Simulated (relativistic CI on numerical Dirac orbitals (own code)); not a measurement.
**From line strength to rate: Fe 3581.19 Å (air)**

Problem. For 3d⁷4s ⁵F5 – 3d⁷4p ⁵G°6 of Fe a semi-empirical relativistic CI calculation gives the line strength S = 22.4 e²a₀² in the length gauge. The measured levels are 6928.27 and 34843.96 cm⁻¹ (NIST Handbook). Find gf, f, A and the partial lifetime.

Working.
1. σ = 34843.96 − 6928.27 = 27915.69 cm⁻¹, so the vacuum wavelength is 10⁸/σ = 3582.21 Å.
2. gf = 303.756 S/λ(Å) = 1.899, log gf = 0.279; with g = 11 for the lower level, f = 0.173.
3. A = 2.02613 × 10¹⁸ S/(g_u λ³) with g_u = 13: A = 7.59 × 10^7 s⁻¹.
4. The partial lifetime for this S is 1/A = 13.2 ns; in the calculation this line carries 100 % of the decay of the upper level.

Check. The Handbook lists A = 1.02 × 10^8 s⁻¹, a tabulated value with its own uncertainty (a few per cent for the best lines, 25 % or more for others); ours lies 26 % below it. The velocity form of the same calculation gives S = 37.6, and the gap between the two forms is a rough gauge of the error in S. A miss this large is common for lines of near-neutral atoms, where core polarisation and correlation outside the CI space change S. With the computed energy (20123 cm⁻¹) in place of the measured one the rate would change by the factor (σ_calc/σ)³ = 0.37.
